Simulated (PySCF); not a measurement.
Bonds (- single, = double, # triple, : aromatic): Cl1-B2, B2-Cl3, B2-B4, B4-N5, N5:C6, C6:C7, C7:C8, C8:C9, C9:C10, C10:N5. B4 carries H11, H12; C6 carries H13; C7 carries H14; C8 carries H15; C9 carries H16; C10 carries H17. Formal charges: B4 -1, N5 +1.

PySCF 2.14.0 with density-fitted response routines calculation with structure optimised with PBE0-D3(BJ)/def2-SVP and shieldings: GIAO KT2/pcSseg-1; fast rotation and ring inversion assumed for equivalent nuclei, isolated molecule, non-relativistic, a single conformation.

Referencing at the same level of theory: $^{13}$C (σ = 183.22 ppm) and $^{1}$H (σ = 31.18 ppm) against TMS; $^{35}$Cl (σ = 942.74 ppm) against HCl; $^{11}$B (σ = 99.90 ppm) against BF3·OEt2; $^{15}$N (σ = 264.30 ppm) against NH3.

| atoms | nucleus | count | δ (ppm) |
| --- | --- | --- | --- |
| C7/C9 | $^{13}$C | 2 | 120.5 |
| C8 | $^{13}$C | 1 | 130.0 |
| B2 | $^{11}$B | 1 | ? |
| H11/H12 | $^{1}$H | 2 | 3.40 |
| Cl1/Cl3 | $^{35}$Cl | 2 | 301 |
| H14/H16 | $^{1}$H | 2 | 7.11 |
| H15 | $^{1}$H | 1 | 7.41 |
| C6/C10 | $^{13}$C | 2 | 141.8 |
| N5 | $^{15}$N | 1 | ? |
| H13/H17 | $^{1}$H | 2 | ? |
| B4 | $^{11}$B | 1 | -12.9 |

Task: Estimate the values marked ?.

Result: 
- H13/H17: 8.22 ppm, hydrogen on an aromatic CH next to a ring nitrogen; ring current plus the neighbouring ring nitrogen
- B2: 74.7 ppm, boron bonded to B, 2 Cl
- N5: 272.3 ppm, donor nitrogen of a Lewis adduct

Hydrogens on boron are broadened and split by $^{11}$B (spin 3/2, 80 %) and 10B (spin 3). Shifts are as computed. Against solution values, carbons near 30 ppm lie about +2 ppm off and those near 130 ppm about -5 ppm. Of 1211 compounds with measured shifts, 218 miss one by over three times the rms of a fit or turn the order of signals round; such compounds aren't used in these exercises. Experimental scales use liquid or dissolved standards, which lie at an offset from isolated NH3 (liquid NH3: subtract about 20 ppm). Unscaled 15N shifts of sp2 nitrogen come out 20 to 40 ppm too high even then.
